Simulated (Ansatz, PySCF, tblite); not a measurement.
Potential energy curve for SMILES [F][Be][F] (BeF₂). The Be1–F3 bond (Be1 also carries F; F3 carries nothing else) is pulled apart rigidly from the PBE0/def2-TZVP optimised geometry.

Levels: UKS-LDA (SVWN5)/6-31G* = unrestricted LDA (SVWN5)/6-31G*, spherical d run with PySCF 2.14.0; RMP2 = Ansatz (a first-principles code) with MP2 on RHF/cc-pVTZ, frozen core; UMP2 = MP2 on UHF/cc-pVTZ, frozen core run with Ansatz; GFN2-xTB, 300 K electronic temperature (tblite).

Energies are in mEh, each relative to the lowest point of its own curve near equilibrium.

| R / Å | UKS-LDA (SVWN5)/6-31G* | RMP2 | UMP2 | GFN2-xTB |
|---|---|---|---|---|
| 1.04 | 159.2 | 162.4 | 162.4 | 162.3 |
| 1.10 | 93.2 | 95.8 | 95.8 | 90.3 |
| 1.16 | 50.0 | 52.0 | 52.0 | 45.7 |
| 1.25 | 14.3 | 15.5 | 15.5 | … |
| 1.32 | 2.6 | 3.1 | 3.1 | 1.6 |
| 1.34 | 1.1 | 1.5 | 1.5 | … |
| 1.38 | 0.0 | 0.0 | 0.0 | 0.0 |
| 1.41 | … | 0.3 | 0.3 | 0.8 |
| 1.44 | 2.2 | 1.6 | 1.6 | 2.5 |
| 1.50 | 7.9 | 6.7 | 6.7 | 7.6 |
| 1.62 | 25.9 | 23.2 | 23.2 | 22.0 |
| 1.71 | 42.6 | 38.7 | 38.7 | … |
| 1.86 | 72.5 | 67.0 | 67.0 | 55.5 |
| 2.04 | 107.7 | 101.1 | 101.1 | … |
| 2.27 | 148.0 | 141.6 | 141.6 | … |
| 2.51 | 183.2 | 178.6 | — | 129.0 |
| 2.75 | 211.5 | 209.9 | — | 147.6 |
| 3.00 | 233.9 | 237.2 | — | 162.9 |
| 3.42 | 256.0 | 272.1 | — | 181.0 |
| 3.77 | 266.4 | 292.1 | — | — |
| 4.11 | 272.6 | 304.7 | — | — |
| 4.81 | 279.0 | — | — | — |

Task: Fill in the missing entries.

Result: 
- 1.25, GFN2-xTB: 11.5
- 1.34, GFN2-xTB: 0.5
- 1.41, UKS-LDA (SVWN5)/6-31G*: 0.6
- 1.71, GFN2-xTB: 34.4
- 2.04, GFN2-xTB: 79.3
- 2.27, GFN2-xTB: 105.9

A dash means that the run gave no value there, or that the column was ended at a point which the program doubted or which failed a test of continuity chosen for this set; such a test can also cut sound points.

The unrestricted determinant behind UKS-LDA (SVWN5)/6-31G* is spin-contaminated at 3.00 to 4.81 Å (<S²> up to 0.7, against 0.00 for a pure singlet). The restricted form behind RMP2 keeps the bonding electrons paired and can't separate into open-shell fragments. The T1 diagnostic of CCSD on the restricted reference of RMP2 exceeds 0.045 at 3.00 to 4.81 Å. The unrestricted determinant behind UMP2 is spin-contaminated at 2.51 to 4.81 Å (<S²> up to 1.0, against 0.00 for a pure singlet).
